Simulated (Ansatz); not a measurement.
`C#C[SiH2][AlH][SiH3]` + H₂S → `[SiH3][AlH][SH]` + `C#C[SiH3]` at 400 K and 1 bar (cleavage of the Al–Si bond).

Calculated with Ansatz (gas phase, PBE0-D4/def2-TZVP geometries, no zero-point term in ΔE). CCSD(T)/CBS adds triple-zeta CCSD(T) − MP2 to the extrapolated MP2 energy (def2 sets, frozen cores). This one scheme is used for every species. One conformer a species, not always the lowest.

```
               species  CCSD(T)/CBS energy (Eh)  H − E (kJ/mol)  S (J/(mol·K))
`C#C[SiH2][AlH][SiH3]`               -900.40976           220.2          434.7
                   H₂S               -398.97279            53.4          215.9
     `[SiH3][AlH][SH]`               -931.90162           137.9          373.0
           `C#C[SiH3]`               -367.52081           136.8          291.4
```

H − E and S are ideal-gas, rigid-rotor, harmonic terms from PBE0-D4/def2-TZVP, for one conformer and one mirror image of each species. 1 Eh = 2625.50 kJ/mol, R = 8.31446 J/(mol·K).

Question: By hand: ΔE, ΔH, ΔS and ΔG.

Answer: ΔE = (-931.90162) + (-367.52081) − (-900.40976) − (-398.97279) = -0.03988 Eh = -104.7 kJ/mol. Δ(H − E) = 137.9 + 136.8 − 220.2 − 53.4 = 1.1, so ΔH = -103.6 kJ/mol. ΔS = 373.0 + 291.4 − 434.7 − 215.9 = 13.8 J/(mol·K). ΔG = -103.6 − 400 × (13.8)/1000 = -109.1 kJ/mol.

Question: By hand: the equilibrium constant, and the temperature at which ΔG would vanish if ΔH and ΔS stayed fixed.

Answer: log₁₀ K = −ΔG/(RT ln 10) = 14.2. ΔH and −TΔS have one sign here, so there is no such temperature.

The number of gas molecules stays the same, so ΔS is small and ΔH decides. A doubt of 5 kJ/mol in ΔE shifts log₁₀ K by 0.7 here. Other conformers and mirror images would add mixing entropy, several J/(mol·K) or more a flexible species. Modes under 60 cm⁻¹, often nearly free rotors, make the harmonic entropy too high. These are equilibria of isolated gas molecules and say nothing of rates. Largest T1 diagnostic: 0.015 (customary marks: 0.02 for closed shells, 0.045 for open ones).
